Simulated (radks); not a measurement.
Results of a calculation; reference values are marked as such.
The iridium ion Ir+ inside a hard spherical wall (all orbitals vanish at R), configuration held at [Xe] 4f14 5d7 6s1 and not refilled when levels cross. Code: a radial shooting solver on a logarithmic mesh with Libxc functionals. Model: scalar-relativistic Kohn-Sham, PBEsol, spin-polarised, spherical densities, finite nucleus; open shells are filled with parallel spins first (spin-orbit coupling, left out, can overturn this in heavy ions); Fermi nuclear charge, rms radius 5.4032 fm. Eigenvalues in eV for spin up, with the zero of energy where the potential of the charges vanishes at infinity; a dash marks a level that is unbound or too diffuse for the functional's potential to be trusted. A positive occupied level is held by the wall or, in an anion where self-interaction has pushed it up, behind a barrier. The pressure on the wall is -dE/dV.

[
 {"R (bohr)": "free", "E (hartree)": "-17818.7770", "kinetic (hartree)": "19799.669", "e(4f)": "-70.532", "e(5p)": "-63.743", "e(5d)": "-16.252", "e(6s)": "-14.380", "e(6p, empty)": "-7.670", "e(7s, empty)": "-", "pressure (GPa)": "0"},
 {"R (bohr)": "15", "E (hartree)": "-17818.7770", "kinetic (hartree)": "19799.669", "e(4f)": "-70.532", "e(5p)": "-63.743", "e(5d)": "-16.252", "e(6s)": "-14.380", "e(6p, empty)": "-7.670", "e(7s, empty)": "-", "pressure (GPa)": "< 0.0001"},
 {"R (bohr)": "12", "E (hartree)": "-17818.7770", "kinetic (hartree)": "19799.669", "e(4f)": "-70.532", "e(5p)": "-63.743", "e(5d)": "-16.252", "e(6s)": "-14.380", "e(6p, empty)": "-7.669", "e(7s, empty)": "-3.368", "pressure (GPa)": "< 0.0001"},
 {"R (bohr)": "8", "E (hartree)": "-17818.7768", "kinetic (hartree)": "19799.672", "e(4f)": "-70.519", "e(5p)": "-63.730", "e(5d)": "-16.241", "e(6s)": "-14.367", "e(6p, empty)": "-7.578", "e(7s, empty)": "-1.586", "pressure (GPa)": "0.0143"},
 {"R (bohr)": "7", "E (hartree)": "-17818.7757", "kinetic (hartree)": "19799.684", "e(4f)": "-70.472", "e(5p)": "-63.684", "e(5d)": "-16.199", "e(6s)": "-14.319", "e(6p, empty)": "-7.380", "e(7s, empty)": "0.281", "pressure (GPa)": "0.108"},
 {"R (bohr)": "6", "E (hartree)": "-17818.7697", "kinetic (hartree)": "19799.739", "e(4f)": "-70.275", "e(5p)": "-63.497", "e(5d)": "-16.033", "e(6s)": "-14.108", "e(6p, empty)": "-6.783", "e(7s, empty)": "4.155", "pressure (GPa)": "0.809"},
 {"R (bohr)": "5", "E (hartree)": "-17818.7371", "kinetic (hartree)": "19799.976", "e(4f)": "-69.529", "e(5p)": "-62.806", "e(5d)": "-15.411", "e(6s)": "-13.237", "e(6p, empty)": "-4.958", "e(7s, empty)": "12.716", "pressure (GPa)": "6.35"},
 {"R (bohr)": "4", "E (hartree)": "-17818.5550", "kinetic (hartree)": "19801.019", "e(4f)": "-66.857", "e(5p)": "-60.435", "e(5d)": "-13.177", "e(6s)": "-9.671", "e(6p, empty)": "1.033", "e(7s, empty)": "33.895", "pressure (GPa)": "56.6"},
 {"R (bohr)": "3", "E (hartree)": "-17817.4097", "kinetic (hartree)": "19806.308", "e(4f)": "-57.480", "e(5p)": "-52.644", "e(5d)": "-4.711", "e(6s)": "6.369", "e(6p, empty)": "24.045", "e(7s, empty)": "96.802", "pressure (GPa)": "686"},
 {"R (bohr)": "2", "E (hartree)": "-17806.7220", "kinetic (hartree)": "19849.121", "e(4f)": "-18.331", "e(5p)": "-18.789", "e(5d)": "39.005", "e(6s)": "104.42", "e(6p, empty)": "144.05", "e(7s, empty)": "355.56", "pressure (GPa)": "17700"}
]
